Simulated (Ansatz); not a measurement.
Reaction (formal exchange of groups at the Se–B bond): `B[Se]CC` + `BF` → `CC[Se]BF` + BH₃

Isolated molecules relaxed with PBE0-D4/def2-TZVP in Ansatz; ΔE leaves out vibrations. CBS: MP2 limit from def2 TZ/QZ plus the TZ coupled-cluster correction, frozen cores. This one scheme is used for every species. DFT in def2-TZVPP. For Se outer-core shells are correlated without core-valence functions, which leaves a few kJ/mol of doubt a bond. Scalar relativity is left out up to krypton. One conformer a species, not always the lowest.

```tsv
level	ΔE (kJ/mol)
PBE	30.3
HF/def2-TZVPP	19.2
MP2/def2-TZVPP	26.6
MP2/CBS(def2)	26.6
```

**Question.** What does CCSD(T)/CBS give? (Best estimate.)

**Answer.** Ansatz gave: +26.8 kJ/mol. The listed levels differ from it by 3.5, -7.6, -0.2, -0.2 kJ/mol.

Largest T1 diagnostic among the species: 0.013.

In def2-TZVPP, CCSD(T) changes the Hartree–Fock value by +7.6 kJ/mol (the triples alone add +1.4 kJ/mol) and MP2 by +7.4 kJ/mol.
